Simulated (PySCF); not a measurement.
Electronic structure of V²⁺ (vanadium, charge +2) at the M06 level

Configuration: [Ar] 3d2 4s1, high-spin 4F determinant (an excited configuration). Computed with PySCF 2.14 in aug-cc-pVTZ-DK (8s7p5d3f2g, 93 functions), with scalar relativity by spin-free X2C-1e.

```json
{
  "Total energy": "-948.122 hartree",
  "One-electron energy": "-1282.159 hartree",
  "Hartree (Coulomb) energy": "378.918 hartree",
  "Exchange-correlation energy": "-44.881 hartree",
  "⟨S²⟩": "3.7503",
  "⟨L²⟩": "12.002",
  "Sum of ⟨r⟩": "15.34 bohr",
  "Sum of ⟨r²⟩": "21.55 bohr²",
  "Langevin diamagnetic susceptibility": "-17.1 ×10⁻⁶ cm³/mol"
}
```

```csv
shell,electrons,mean orbital energy (hartree),spread (hartree),"rms radius, mean of both spins (bohr)"
1s α,1,-199.29074,0,0.0768
1s β,1,-199.28696,0,0.0768
2s α,1,-23.65698,0,0.334
2s β,1,-23.62994,0,0.334
2p α,3,-19.85254,0,0.304
2p β,3,-19.82619,0,0.304
3s α,1,-3.64457,0,1.01
3s β,1,-3.55570,0,1.01
3p α,3,-2.60905,0.00003,1.08
3p β,3,-2.51480,0,1.08
3d α,2,-1.09411,0.00002,1.35
4s α,1,-0.78295,0,2.84
```

Densities and radii are taken from the X2C orbitals without a picture-change correction, which distorts them close to the nucleus.
